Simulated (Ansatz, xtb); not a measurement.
Molecule: WF2, net charge 0, triplet state. The spin state was set by rule; other spins were not relaxed. SMILES: [F][W][F]
Structure (B3LYP-D3(BJ)/def2-TZVP (Ansatz, a program for electronic structure) minimum search):
```xyz
3

W      0.0000     0.0000     0.0000
F      0.0000     0.0000     1.8313
F      0.0000     0.0000    -1.8313
```
Charge 0, spin multiplicity 3.

Harmonic wavenumbers from GFN2-xTB (xtb, at its own minimum), cm⁻¹: 225, 225, 595, 636.

Give the harmonic wavenumbers at B3LYP-D3(BJ)/def2-TZVP (Ansatz, finite differences of forces, unscaled).

78, 78, 719, 729 cm⁻¹. Zero-point energy 2.3 kcal/mol.

From these and the geometry, give the ideal-gas thermochemistry at 298.15 K and 1 atm (rigid rotor, harmonic oscillator).

Point group D∞h, rotational symmetry number 2. Rotational constants 3.966, 3.966 GHz. S(trans) 42.09, S(rot) 15.23, S(vib) 8.45, S(elec, spin only) 2.18, S 68.0 cal/(mol K). H(298) - H(0) 3.18 kcal/mol; G - E(el) -14.8 kcal/mol.
